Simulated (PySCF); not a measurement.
This script is equivalent to a calculation on Bi(75+) (bismuth, charge +75).

```python
from pyscf import gto, scf, dft, mp, cc
mol = gto.M(atom="Bi 0 0 0", charge=75, spin=2, symmetry="D2h",
            basis=gto.etbs([(0, 18, 56, 2.2), (1, 13, 72, 2.2), (2, 5, 280, 2.4), (3, 5, 420, 2.4), (4, 4, 630, 2.4)]),
            nucmod="G")
mf = scf.UHF(mol).sfx2c1e()
mf.irrep_nelec = {'Ag': (2, 2), 'B1u': (1, 0), 'B2u': (1, 1), 'B3u': (1, 0)}
mf.kernel()
```

(1) What total energy does it give?

(2) Which occupied shell lies highest, and where?

(3) What is ⟨S²⟩, and what would a pure spin state give?

Spin-orbit coupling is strong in this species (close to jj coupling), so the high-spin LS determinant is a model state, not a physical level.

Results:

(1) -12752.70155 hartree (calculated).

(2) 2p β, at -21622.2 eV.

(3) 2.000, against 2.00.
